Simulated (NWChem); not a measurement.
Everything below was run with NWChem. System: H₃O, charge 1, spin multiplicity 1, displaced from the optimised geometry. Level: MP2/cc-pVDZ, 1 core orbitals frozen, spin-restricted.

Input file:

```
start mol
memory heap 200 mb stack 900 mb global 1100 mb
charge 1
geometry units angstroms nocenter noautoz noautosym
  O     -0.000025     0.077442     0.000000
  H     -0.472033    -0.206672     0.817691
  H     -0.826038    -0.419758    -1.430960
  H      0.944265    -0.206192     0.000000
end
basis spherical
  * library cc-pvdz
end
scf
  rhf
  nopen 0
  maxiter 100
  thresh 1e-7
  semidirect memsize 60000000 filesize 0
end
mp2
  freeze core 1
end
task mp2 energy
```

Output (cleaned and shortened):

```
             Northwest Computational Chemistry Package (NWChem) 7.3.0
             --------------------------------------------------------

                                NWChem Input Module
                                -------------------

 Scaling coordinates for geometry "geometry" by  1.889725989
 (inverse scale =  0.529177249)

                             Geometry "geometry" -> ""
                             -------------------------

 Output coordinates in angstroms (scale by  1.889725989 to convert to a.u.)

  No.       Tag          Charge          X              Y              Z
 ---- ---------------- ---------- -------------- -------------- --------------
    1 O                    8.0000    -0.00002500     0.07744200     0.00000000
    2 H                    1.0000    -0.47203300    -0.20667200     0.81769100
    3 H                    1.0000    -0.82603800    -0.41975800    -1.43096000
    4 H                    1.0000     0.94426500    -0.20619200     0.00000000

 Effective nuclear repulsion energy (a.u.)      11.8273540241

            Nuclear Dipole moment (a.u.)
            ----------------------------
        X                 Y               Z
 ---------------- ---------------- ----------------
    -0.6689743383    -0.4026741520    -1.1589103673


 Summary of "ao basis" -> "" (spherical)
 ------------------------------------------------------------------------------
       Tag                 Description            Shells   Functions and Types
 ---------------- ------------------------------  ------  ---------------------
 *                          cc-pvdz                   on all atoms

 Summary of "ao basis" -> "ao basis" (spherical)
 ------------------------------------------------------------------------------
       Tag                 Description            Shells   Functions and Types
 ---------------- ------------------------------  ------  ---------------------
 O                          cc-pvdz                  6       14   3s2p1d
 H                          cc-pvdz                  3        5   2s1p

                                 NWChem SCF Module
                                 -----------------

  ao basis        = "ao basis"
  functions       =    29
  atoms           =     4
  closed shells   =     5
  open shells     =     0
  charge          =   1.00
  wavefunction    = RHF
  use symmetry    = F
  symmetry adapt  = F

 Summary of "ao basis" -> "ao basis" (spherical)
 ------------------------------------------------------------------------------
       Tag                 Description            Shells   Functions and Types
 ---------------- ------------------------------  ------  ---------------------
 O                          cc-pvdz                  6       14   3s2p1d
 H                          cc-pvdz                  3        5   2s1p

 Forming initial guess at       0.0s

      Superposition of Atomic Density Guess
      -------------------------------------

 Sum of atomic energies:         -76.26150811

 Renormalizing density from      11.00 to     10

      Non-variational initial energy
      ------------------------------

 Total energy =     -71.538215
 1-e energy   =    -116.025245
 2-e energy   =      32.659676
 HOMO         =      -1.130436
 LUMO         =      -0.441309

 Starting SCF solution at       0.1s

 ----------------------------------------------
         Quadratically convergent ROHF

 Convergence threshold     :          1.000E-07
 Maximum no. of iterations :          100
 Final Fock-matrix accuracy:          1.000E-09
 ----------------------------------------------

              iter       energy          gnorm     gmax       time
             ----- ------------------- --------- --------- --------
                 1      -75.7324129513  3.00D+00  1.10D+00      0.1
                 2      -76.1393773333  3.95D-01  2.07D-01      0.1
                 3      -76.1615324804  2.70D-01  1.02D-01      0.1
                 4      -76.1660881091  7.31D-02  2.79D-02      0.1
                 5      -76.1663559215  2.01D-03  8.94D-04      0.1
                 6      -76.1663567458  2.81D-06  1.11D-06      0.1
                 7      -76.1663567458  5.98D-09  3.32D-09      0.1

       Final RHF  results
       ------------------

         Total SCF energy =    -76.166356745823
      One-electron energy =   -125.183380029667
      Two-electron energy =     37.189669259751
 Nuclear repulsion energy =     11.827354024093

        Time for solution =      0.1s

             Final eigenvalues
             -----------------

              1
    1  -20.9381
    2   -1.6690
    3   -1.0431
    4   -0.9135
    5   -0.8384
    6   -0.3054
    7   -0.0533
    8    0.0115
    9    0.3097
   10    0.4879
   11    0.5151
   12    0.8173
   13    0.8763
   14    0.9026
   15    1.0487

                       ROHF Final Molecular Orbital Analysis
                       -------------------------------------

 Vector    3  Occ=2.000000D+00  E=-1.043065D+00
              MO Center=  7.7D-02, -2.1D-02,  1.3D-01, r^2= 7.2D-01
   Bfn.  Coefficient  Atom+Function         Bfn.  Coefficient  Atom+Function
  ----- ------------  ---------------      ----- ------------  ---------------
     4      0.450250  1 O  px                15     -0.305956  2 H  s
    25      0.305957  4 H  s                  6     -0.259949  1 O  pz
     7      0.207086  1 O  px

 Vector    4  Occ=2.000000D+00  E=-9.134741D-01
              MO Center= -8.7D-02,  5.5D-02, -1.5D-01, r^2= 8.2D-01
   Bfn.  Coefficient  Atom+Function         Bfn.  Coefficient  Atom+Function
  ----- ------------  ---------------      ----- ------------  ---------------
     6      0.408744  1 O  pz                 5     -0.280121  1 O  py
     9      0.274474  1 O  pz                 3     -0.251349  1 O  s
     4      0.236080  1 O  px                15      0.184171  2 H  s
    25      0.184169  4 H  s                  8     -0.164161  1 O  py
     7      0.158522  1 O  px                20     -0.152019  3 H  s

 Vector    5  Occ=2.000000D+00  E=-8.384008D-01
              MO Center= -5.9D-02,  3.9D-02, -1.0D-01, r^2= 8.1D-01
   Bfn.  Coefficient  Atom+Function         Bfn.  Coefficient  Atom+Function
  ----- ------------  ---------------      ----- ------------  ---------------
     5      0.559459  1 O  py                 8      0.416561  1 O  py
     6      0.199563  1 O  pz                 9      0.161695  1 O  pz
    20     -0.158086  3 H  s

 Vector    6  Occ=0.000000D+00  E=-3.054029D-01
              MO Center= -7.2D-01, -3.7D-01, -1.2D+00, r^2= 1.5D+00
   Bfn.  Coefficient  Atom+Function         Bfn.  Coefficient  Atom+Function
  ----- ------------  ---------------      ----- ------------  ---------------
    21      0.618887  3 H  s                 20      0.478540  3 H  s
     3     -0.285634  1 O  s                  9      0.224586  1 O  pz
     6      0.217158  1 O  pz

 Vector    7  Occ=0.000000D+00  E=-5.331305D-02
              MO Center=  2.9D-01, -2.7D-01,  5.0D-01, r^2= 3.0D+00
   Bfn.  Coefficient  Atom+Function         Bfn.  Coefficient  Atom+Function
  ----- ------------  ---------------      ----- ------------  ---------------
     3      0.889206  1 O  s                 16     -0.808894  2 H  s
    26     -0.808889  4 H  s                  9      0.287906  1 O  pz
    21      0.238080  3 H  s                  6      0.172162  1 O  pz
     7      0.166265  1 O  px

 Vector    8  Occ=0.000000D+00  E= 1.154421D-02
              MO Center=  2.9D-01, -2.8D-01,  5.1D-01, r^2= 3.5D+00
   Bfn.  Coefficient  Atom+Function         Bfn.  Coefficient  Atom+Function
  ----- ------------  ---------------      ----- ------------  ---------------
    16      1.284602  2 H  s                 26     -1.284603  4 H  s
     7      0.539793  1 O  px                 9     -0.311646  1 O  pz
     4      0.267904  1 O  px                 6     -0.154673  1 O  pz

 center of mass
 --------------
 x =  -0.03547009 y =   0.03969959 z =  -0.06141315

 moments of inertia (a.u.)
 ------------------
          10.957584457524          -0.924954322449          -2.823562639683
          -0.924954322449          16.146865276762          -1.599927092802
          -2.823562639683          -1.599927092802           7.696189239254

  Mulliken analysis of the total density
  --------------------------------------

    Atom       Charge   Shell Charges
 -----------   ------   -------------------------------------------------------
    1 O    8     8.24   2.00  0.84  0.83  2.78  1.77  0.01
    2 H    1     0.71   0.60  0.03  0.08
    3 H    1     0.35   0.21  0.13  0.01
    4 H    1     0.71   0.60  0.03  0.08

       Multipole analysis of the density wrt the origin
       ------------------------------------------------

     L   x y z        total         open         nuclear
     -   - - -        -----         ----         -------
     0   0 0 0      1.000000      0.000000     11.000000

     1   1 0 0     -0.593784      0.000000     -0.668974
     1   0 1 0     -0.953072      0.000000     -0.402674
     1   0 0 1     -1.028990      0.000000     -1.158910

     2   2 0 0     -0.950410      0.000000      6.416454
     2   1 1 0      0.688739      0.000000      0.891254
     2   1 0 1      2.215505      0.000000      2.842746
     2   0 2 0     -4.552753      0.000000      1.104899
     2   0 1 1      1.191537      0.000000      1.541497
     2   0 0 2      1.608606      0.000000      9.699957

                   NWChem MP2 Semi-direct Energy/Gradient Module
                   ---------------------------------------------

  Basis functions       =     29
  Molecular orbitals    =     29
  Frozen core           =      1
  Frozen virtuals       =      0
  Active alpha occupied =      4
  Active beta occupied  =      4
  Active alpha virtual  =     24
  Active beta virtual   =     24
  Use MO symmetry       = F
  Use skeleton AO sym   = F

  AO/Fock/Back tols     =   1.0D-09  1.0D-09  1.0D-09

 GA uses MA = F    GA memory limited = T

 Available:
  local mem=  1.26D+08
 global mem=  1.44D+08
 local disk=  0.00D+00
  mp2_memr nvloc                    24
  nvloc new                    24
   1 passes of   4:        2097152                       4163                    143470.
   1 passes of   4: M    126154913           G      144177518           F     124057761.

 Semi-direct pass number   1 of   1  for RHF alpha+beta  at        0.2s
  vrange nnbf                   435
  mp2_eaftype                    10  avail_ma_in_mb                  1099
 EAF : mp2_eaftype filesize          10      71735.
  mp2_eaf for mointskh                     10
Node 0 wrote      0.3 Mb in      0.0 s     Agg I/O rate:  1244.2 Mb/s
 Done moints_semi at        0.3s
  mp2_eaftype                    10  avail_ma_in_mb                  1089
 EAF : mp2_eaftype filesize          10      71735.
  mp2_eaf for kh                    10
 Done maket at        0.3s
 Done multipass loop at        0.3s

          -------------------------------------------
          SCF energy                 -76.166356745823
          Correlation energy          -0.220564242341
          Singlet pairs               -0.140307382983
          Triplet pairs               -0.080256859358
          Total MP2 energy           -76.386920988164
          -------------------------------------------

          ---------------------------------------------------
                    Spin Component Scaled (SCS) MP2
          Same spin pairs                     -0.053504572905
          Same spin scaling factor             0.333333333333
          Opposite spin pairs                 -0.167059669436
          Opposite spin scaling fact.          1.200000000000
          SCS-MP2 correlation energy          -0.218306460958
          Total SCS-MP2 energy               -76.384663206781
          ---------------------------------------------------

 -----------------------
 Performance information
 -----------------------

 Timer overhead =  1.99D-07 seconds/call

               Nr. of calls         CPU time (s)                 Wall time (s)                GFlops
             ---------------    -------------------     ------------------------------   -------------------
Name         Min   Avg   Max    Min     Avg     Max     Min     Avg     Max   Mx/calls   Min     Max     Sum
mp2: moin     1     1     1   0.12    0.12    0.12     0.12    0.12    0.12    0.12      0.0     0.0     0.0
mp2: make     1     1     1   6.80E-3 6.80E-3 6.80E-3  6.80E-3 6.80E-3 6.80E-3 6.80E-3   0.0     0.0     0.0
mp2: tota     1     1     1   0.14    0.14    0.14     0.14    0.14    0.14    0.14      0.0     0.0     0.0

 The average no. of pstat calls per process was 3.00D+00
 with a timing overhead of 5.97D-07s

 Task  times  cpu:        0.3s     wall:        0.3s

 Total times  cpu:        0.3s     wall:        0.3s
```
